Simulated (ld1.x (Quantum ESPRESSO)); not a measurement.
copper (Cu), TM: configuration errors across variants

```json
{"Element": "copper (Cu)", "Generator": "ld1.x (Quantum ESPRESSO) 7.5", "Type": "norm-conserving Troullier–Martins (Kleinman–Bylander form)", "Functional": "PBE", "Relativity": "scalar-relativistic", "Frozen core": "[Ne] 3s2", "Valence charge": "17", "Reference configuration": "3p6 3d10 4s0 4p0 (charge +1)", "Partial waves": "4s (bound, empty): rc 2.20 bohr; 3d (bound): rc 0.90 bohr; 3p (bound): rc 0.85 bohr", "Local potential": "the p channel", "Core correction": "none"}
```

All-electron excitation energies from the reference (eV): (1) 3p6 3d10 4s1 4p0 -8.148; (2) 3p6 3d9 4s0 4p0 21.332; (3) 3p6 3d8 4s0 4p0 60.352; (4) 3p5 3d10 4s1 4p0 71.387; (5) 3p6 3d10 4s0 4p1 -4.011; (6) 3p6 3d9 4s1 4p1 -1.337; (7) 3p6 3d7 4s0 4p0 120.061.

A true bound ghost makes a file unfit for plane-wave use even where its test errors are small: the radial tests pick states by their node count and pass the ghost by.

Errors AE − PS in meV (a dash: test not solved or not reliable):

| change | (1) | (2) | (3) | (4) | (5) | (6) | (7) | bound ghosts |
| --- | --- | --- | --- | --- | --- | --- | --- | --- |
| base | -7.0 | -2.4 | -29 | -66 | +6.7 | -33 | -120 | s |
| wave 4s (bound): rc 2.20 bohr becomes 4s (bound): rc 1.40 bohr | -0.3 | -2.4 | -29 | -39 | +6.7 | -10 | -120 | s |
| wave 4s (bound): rc 2.20 bohr becomes 4s (bound): rc 1.68 bohr | – | -2.4 | -29 | -68 | +6.7 | -34 | -120 | s |
| wave 4s (bound): rc 2.20 bohr becomes 4s (bound): rc 1.84 bohr | -7.9 | -2.4 | -29 | -77 | +6.7 | -41 | -121 | s |
| wave 4s (bound): rc 2.20 bohr becomes 4s (bound): rc 2.08 bohr | -7.6 | -2.4 | -29 | -73 | +6.7 | -38 | -121 | s |
| wave 4s (bound): rc 2.20 bohr becomes 4s (bound): rc 2.42 bohr | -5.7 | -2.4 | -29 | -41 | +6.7 | -15 | -120 | s |
| wave 4s (bound): rc 2.20 bohr becomes 4s (bound): rc 2.54 bohr | -5.4 | -2.4 | -29 | -23 | +6.7 | -2.3 | -121 | s |
| wave 4s (bound): rc 2.20 bohr becomes 4s (bound): rc 2.90 bohr | -6.8 | -2.4 | -29 | +37 | +6.7 | +39 | -121 | s |
| wave 4s (bound): rc 2.20 bohr becomes 4s (bound): rc 3.08 bohr | -10 | -2.4 | -29 | +82 | +6.7 | +68 | -120 | s |

**Question.** Give the same row for: wave 4s (bound): rc 2.20 bohr becomes 4s (bound): rc 3.22 bohr.

**Answer.** -12, -2.4, -29, +98, +6.7, +78, -120; bound ghosts: s.
